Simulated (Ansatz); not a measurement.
Cost and result for the atomization energy of CH₇FOSi₂ (`OC(F)([SiH3])[SiH3]`) (12 atoms, 11 bonds).

```csv
atom,x (Å),y (Å),z (Å)
O1,0.6426,-0.3948,-1.5740
C2,-0.2128,-0.1373,-0.5122
F3,-1.5433,-0.4044,-0.9171
Si4,0.1218,-1.2856,0.9828
Si5,-0.1124,1.7386,-0.1466
H6,0.7087,-1.3465,-1.7181
H7,1.4142,-0.9064,1.6083
H8,-0.9739,-1.1987,1.9776
H9,0.2238,-2.6665,0.4320
H10,-0.4712,2.4894,-1.3736
H11,-1.0650,2.0433,0.9508
H12,1.2675,2.0688,0.2900
```

The species carries charge 0 and has multiplicity 1. All single points use the PBE0-D4/def2-TZVP geometry. It is one conformer, not always the lowest. Program: Ansatz. All runs use 4 threads of an Arm Neoverse V1 on a shared host. Times are those of one run each, without the atoms' runs, and a repeat can differ threefold. Electronic energies, without spin–orbit coupling; frozen cores. CCSD(T)/CBS adds CCSD(T) − MP2 in def2-TZVPP to the MP2 limit, and its time is that of the two runs behind it. T1 = 0.013. B3LYP takes the VWN-RPA correlation (the form of Gaussian; ORCA's B3LYP/G).

CCSD(T)/CBS is a level of theory with its own doubt, some kJ/mol a heavy atom from the limit and from the frozen cores, so smaller differences don't rank the functionals.

```
                            level  functions  wall time  atomization (kcal/mol)  difference from CCSD(T)/CBS  per bond
           LDA (SPW92)/def2-TZVPP        275      1.4 s                  1071.6                        133.1      12.1
               BLYP-D4/def2-TZVPP        275      2.3 s                   933.8                         -4.7      -0.4
  PBE-D4/def2-TZVPP (with forces)        275      3.1 s                   945.0                          6.5       0.6
               PBE0-D4/def2-TZVPP        275      3.7 s                   928.1                        -10.4      -0.9
B3LYP-D4/def2-TZVPP (with forces)        275        6 s                   935.2                         -3.3      -0.3
            r2SCANh-D4/def2-TZVPP        275      6.5 s                   930.7                         -7.8      -0.7
                 CCSD(T)/def2-SVP        113        7 s                   876.9                        -61.6      -5.6
                B2PLYP/def2-TZVPP        275        8 s                   923.1                        -15.4      -1.4
               ωB97X-V/def2-TZVPP        275      9.5 s                   943.7                          5.2       0.5
 ωB97M-V/def2-TZVPP (with forces)        275       17 s                   939.7                          1.2       0.1
                   MP2/def2-QZVPP        521       28 s                   936.5                         -2.0      -0.2
               CCSD(T)/def2-TZVPP        275    3.8 min                   912.0                        -26.5      -2.4
                CCSD(T)/CBS(def2)          –    4.3 min                   938.5                          0.0       0.0
```

From BLYP to BHLYP (50 % exact exchange), in def2-TZVPP and without D4, the atomization energy moves by −18.9 kcal/mol: exact exchange takes away binding that semilocal exchange gives to molecules. At CCSD(T), def2-SVP lies −61.5 kcal/mol from the extrapolated value and def2-TZVPP −26.5 kcal/mol: correlation converges slowly with the basis, and small sets miss more of it in the bonded molecule than in its fragments. Leaving LDA and LC-ωPBE aside and taking each functional with its dispersion term where it has one, the values, not all of them listed here, spread over 36.0 kcal/mol, from BHLYP-D4 to PBE-D4. LDA lies +132.9 kcal/mol from PBE without D4, its usual overbinding.
